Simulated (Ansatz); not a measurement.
`CN[BH][AlH2]` + `BS` → `B[S][AlH2]` + `BNC` at 700 K and 1 bar (cleavage of the Al–B bond).

Program: Ansatz. Geometries: PBE0-D4/def2-TZVP. ΔE: electronic, gas phase. CCSD(T)/CBS is the MP2 limit (def2-TZVPP, def2-QZVPP) plus CCSD(T) − MP2 in def2-TZVPP, frozen cores. This one scheme is used for every species. Each species was taken in one conformer, which may not be the lowest.

```tsv
species	CCSD(T)/CBS energy (Eh)	H − E (kJ/mol)	S (J/(mol·K))
`CN[BH][AlH2]`	-363.77062	289.7	446.1
`BS`	-424.38198	115.9	297.3
`B[S][AlH2]`	-667.02114	153.6	391.0
`BNC`	-121.18426	253.9	346.7
```

H − E and S are ideal-gas, rigid-rotor, harmonic terms from PBE0-D4/def2-TZVP, for one conformer and one mirror image of each species. 1 Eh = 2625.50 kJ/mol, R = 8.31446 J/(mol·K).

Task: By hand: ΔE, ΔH, ΔS and ΔG.

Result: ΔE = (-667.02114) + (-121.18426) − (-363.77062) − (-424.38198) = -0.05280 Eh = -138.6 kJ/mol. Δ(H − E) = 153.6 + 253.9 − 289.7 − 115.9 = 1.9, so ΔH = -136.7 kJ/mol. ΔS = 391.0 + 346.7 − 446.1 − 297.3 = -5.7 J/(mol·K). ΔG = -136.7 − 700 × (-5.7)/1000 = -132.7 kJ/mol.

Task: By hand: the equilibrium constant, and the temperature at which ΔG would vanish if ΔH and ΔS stayed fixed.

Result: log₁₀ K = −ΔG/(RT ln 10) = 9.9. ΔG = 0 at ΔH/ΔS = 23982 K, far beyond where these terms or the molecules hold.

The number of gas molecules stays the same, so ΔS is small and ΔH decides. A doubt of 5 kJ/mol in ΔE shifts log₁₀ K by 0.4 here. Other conformers and mirror images would add mixing entropy, several J/(mol·K) or more a flexible species. These are equilibria of isolated gas molecules and say nothing of rates. Largest T1 diagnostic: 0.015 (customary marks: 0.02 for closed shells, 0.045 for open ones).
